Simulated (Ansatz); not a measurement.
Cost and result up the ladder for Ga₂P₃ (the lowest doublet isomer of a short search) (5 atoms). The state is a doublet with charge 0. Geometry: PBE-D4/def2-SVP.

```
atom   x (Å)   y (Å)   z (Å)
 Ga1  -2.210  -0.145   0.638
 Ga2   1.773   0.501  -1.385
  P3  -0.074   1.194   0.235
  P4   0.720  -0.587   1.229
  P5  -0.208  -0.963  -0.717
```

Ansatz on 4 threads of Arm Neoverse N1 on a shared host. Times are rough, and most runs start from the orbitals of an earlier one. PBE0-D4/def2-TZVPD serves as the yardstick here, not as an exact answer. Differences are given only for rows in sets of like size (and for xTB, whose basis is part of the method), since another set adds its own error. Binding counts from free atoms at the same level (Ga doublet, P quartet; other spins of the atoms weren't run), without zero-point energy or a counterpoise term.

The 6-31G sets use Cartesian d functions. B3LYP takes the VWN-RPA correlation. HSE06 is defined as in plane-wave codes, on full-range PBE exchange. Correlated methods freeze 33 core orbitals; core or outer-core shells of Ga are correlated, in sets that lack core-valence functions. The rows differ in basis, and correlated rows in double-zeta sets carry the largest basis error. In CCSD on the charge 0 doublet the largest single amplitude is 0.16, so its Hartree–Fock determinant may place the open shell otherwise than the density functionals do. The structure comes from a short search, and lower isomers may exist.

Correlated methods converge slowly with the basis, most of all in double-zeta sets.

```
                           level  functions  wall time
                        HF/6-31G         97        3 s
                 PBE-D4/def2-SVP        118      3.5 s
                  B3LYP-D4/6-31G         97      4.8 s
                PBE0-D4/def2-SVP        118      6.5 s
                PBE-D4/def2-TZVP        207      7.5 s
               PBE-D4/def2-TZVPD        237       11 s
               RPA@PBE/def2-TZVP        207       14 s
              HSE06-D4/def2-TZVP        207       17 s
                   MP2/def2-TZVP        207       17 s
               PBE0-D4/def2-TZVP        207       19 s
BHLYP-D4/def2-TZVP (with forces)        207       22 s
              PBE0-D4/def2-TZVPD        237       29 s
            r2SCAN-D4/def2-TZVPD        237       31 s
                CCSD(T)/def2-SVP        118       44 s
```

Task: Estimate what each level gives for the binding energy per atom (eV).

Result: 
```
                           level  binding energy per atom (eV)  difference from PBE0-D4/def2-TZVPD (eV)                        remarks
                        HF/6-31G                          0.28                                        –  spin-contaminated (⟨S²⟩ 0.86)
                 PBE-D4/def2-SVP                          2.73                                        –                              –
                  B3LYP-D4/6-31G                          1.96                                        –                              –
                PBE0-D4/def2-SVP                          2.56                                        –                              –
                PBE-D4/def2-TZVP                          2.80                                     0.16                              –
               PBE-D4/def2-TZVPD                          2.81                                     0.16                              –
               RPA@PBE/def2-TZVP                          2.31                                    -0.33                              –
              HSE06-D4/def2-TZVP                          2.65                                     0.00                              –
                   MP2/def2-TZVP                          2.49                                    -0.16  spin-contaminated (⟨S²⟩ 0.89)
               PBE0-D4/def2-TZVP                          2.64                                     0.00                              –
BHLYP-D4/def2-TZVP (with forces)                          2.37                                    -0.28                              –
              PBE0-D4/def2-TZVPD                          2.64                                     0.00                              –
            r2SCAN-D4/def2-TZVPD                          2.64                                    -0.01                              –
                CCSD(T)/def2-SVP                          2.01                                        –  spin-contaminated (⟨S²⟩ 0.88)
```
